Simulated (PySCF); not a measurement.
**Relaxation of triplet MoSF₂**

These are results of UB3LYP in PySCF with Mo def2-SVP with ECP28, S def2-SVP, F def2-SVP; scalar-relativistic core potentials, no spin–orbit coupling; density-fitted integrals, not measurements. A (50,194) grid was used.

A hand-made T-shaped (ligand arrangement 1) start, of Cs symmetry, held to at least that symmetry:

Coordinates in bohr (charge 0 multiplicity 3):
```
Mo    0.3416    0.0000   -0.4741
S    -3.7189    0.0000   -0.3323
F     0.3416    0.0000    3.3432
F     4.1566    0.0000   -0.3408
```

Problem. What forces act on the atoms at the start (eV/Å)?

Solution. 
```csv
atom,Fx,Fy,Fz
Mo1,1.28,0.00,4.42
S2,0.61,0.00,-0.99
F3,0.39,0.00,-2.70
F4,-2.28,0.00,-0.73
```

Problem. What does it relax to?

Solution. It ends at C2v with Mo–F 1.868 Å (×2), Mo–S 2.107 Å; F–Mo–F 119.8°, F–Mo–S 120.1° (×2) (after a last refinement on a finer grid). The frequency run here used a shortcut that can spoil soft modes, so no verdict on minimum or saddle point is given. Other isomers or separated fragments may lie lower.

Problem. How much energy is released, and in how many steps?

Solution. 166.7 kJ/mol in 9 steps.

Other spin states or occupations of the open shell can lie lower.
